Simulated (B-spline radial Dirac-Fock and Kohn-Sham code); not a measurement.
**Pr⁺ in Watson spheres of different radius**

Model: Dirac-Fock ΔSCF + Breit + QED. Program: an atomic code on a B-spline grid. The ion, [Xe] 4f3 6s1, sits in a hollow sphere of charge Q = -1, a simple model of the Madelung potential. Inside the sphere an electron's potential energy is raised by the constant 14.40·|Q|/R eV, so binding energies fall by about that much as long as the orbitals stay inside.

| radius (Å) | 14.40 |Q|/R (eV) | 1s (eV) | 2s (eV) | 2p1/2 (eV) | 2p3/2 (eV) | 3s (eV) | 3p1/2 (eV) | 3p3/2 (eV) | 3d3/2 (eV) | 3d5/2 (eV) | 4s (eV) | 4p1/2 (eV) | 4p3/2 (eV) | 4d3/2 (eV) | 4d5/2 (eV) | 4f (eV) | 5p1/2 (eV) | 5p3/2 (eV) | 6s (eV) |
| --- | --- | --- | --- | --- | --- | --- | --- | --- | --- | --- | --- | --- | --- | --- | --- | --- | --- | --- | --- |
| 1.8 | 8.00 | 41990.3 | 6842.5 | 6442.8 | 5966.4 | 1511.0 | 1341.5 | 1245.3 | 952.9 | 932.8 | 315.1 | 250.0 | 229.4 | 120.9 | 117.4 | 3.57 | 26.27 | 23.43 | 3.87 |
| 2 | 7.20 | 41990.9 | 6843.1 | 6443.4 | 5967.0 | 1511.5 | 1342.1 | 1245.9 | 953.5 | 933.4 | 315.7 | 250.6 | 230.0 | 121.5 | 118.0 | 4.16 | 26.87 | 24.04 | 4.01 |

From the smallest to the largest radius 1s moves by +0.6 eV, while the constant potential alone would give +0.8 eV; the difference comes from charge outside the sphere and its screening.

Values without a named source are computed, but for edge energies of neutral atoms, which are taken from tables.
